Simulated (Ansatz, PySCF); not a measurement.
Species: sum formula HSO₂ (charge 0, doublet). It need not be the lowest isomer of its formula. 
Coordinates optimised at B3LYP-D3(BJ)/def2-TZVP (Ansatz, a quantum-chemistry and plane-wave program):
```
S
O 1 1.4558
O 1 1.4558 2 123.06
H 1 1.3839 2 105.30 3 -120.30
```
Charge 0, spin multiplicity 2.

Total electronic energies in hartree. Cores are frozen in the correlated levels unless marked. UHF or UKS for open shells. Spin-orbit coupling is left out. Non-relativistic. Basis-set limits of correlation are two-point, X^-3; Hartree-Fock from the larger set. The bracket is a focal-point correction in the basis named.

```tsv
level	program	energy (Eh)
PBE/def2-TZVPD	Ansatz	-548.94646
r2SCAN-D4/def2-TZVPD	Ansatz + dftd4	-549.16551
PBE0-D3(BJ)/def2-TZVPD	Ansatz + dftd3	-548.96102
PBE0/def2-QZVPP	Ansatz	-548.98003
TPSSh-D3(BJ)/def2-TZVPD	PySCF + dftd3	-549.27532
MP2/cc-pV(D+d)Z	Ansatz	-548.24597
RI-MP2/cc-pV(T+d)Z	Ansatz	-548.48365
CCSD(T)/cc-pVTZ	Ansatz	-548.50218
RI-MP2/CBS(cc-pV(T+d)Z,cc-pV(Q+d)Z)+[CCSD(T)-MP2]/cc-pV(T+d)Z	Ansatz	-548.6318
```

Totals of different functionals don't rank their quality; only differences between species are comparable.
